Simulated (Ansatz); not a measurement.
`C[O][Sb]([CH3])[O]C`. The species carries charge 0 and has multiplicity 1. Sb: def2 effective core potential. Geometry: relaxed with PBE0-D4/def2-TZVP. It is one conformer, not always the lowest.

```xyz
15

C    -0.136    1.859   -0.731
O    -0.951    0.812   -1.204
Sb   -1.179   -0.836   -0.168
C    -1.320    0.048    1.773
O     0.726   -1.206    0.154
C     1.487   -1.804   -0.867
H     0.815    1.495   -0.324
H     0.083    2.523   -1.571
H    -0.641    2.447    0.045
H    -1.501   -0.733    2.513
H    -0.377    0.545    1.998
H    -2.142    0.765    1.801
H     1.007   -2.701   -1.283
H     1.680   -1.109   -1.694
H     2.449   -2.105   -0.444
```

Question: What is the dipole moment at r2SCAN/def2-TZVPP? (Best estimate.)

Answer: Ansatz gave: 0.84 D, with components (-0.25, -0.35, 0.72) D in this frame, pointing from negative to positive charge.

Question: And with PBE, B3LYP, ωB97M-V? (Best estimate.)

Answer: Computed: PBE 0.80 D, B3LYP 0.87 D, ωB97M-V 0.92 D.

Question: Give the Mulliken charges with r2SCAN, ωB97M-V, B3LYP in def2-TZVPP. (Best estimate.)

Answer: The calculation gave: 
```csv
atom,r2SCAN,ωB97M-V,B3LYP
C1,0.01,-0.20,-0.13
O2,-0.54,-0.53,-0.55
Sb3,0.90,0.90,0.96
C4,-0.48,-0.61,-0.57
O5,-0.54,-0.52,-0.55
C6,0.01,-0.19,-0.13
H7,0.06,0.12,0.10
H8,0.06,0.12,0.11
H9,0.05,0.11,0.09
H10,0.10,0.15,0.12
H11,0.11,0.15,0.13
H12,0.10,0.15,0.12
H13,0.05,0.11,0.09
H14,0.06,0.12,0.10
H15,0.06,0.12,0.10
```

B3LYP here is the variant with VWN-RPA as its local correlation; programs differ in this.
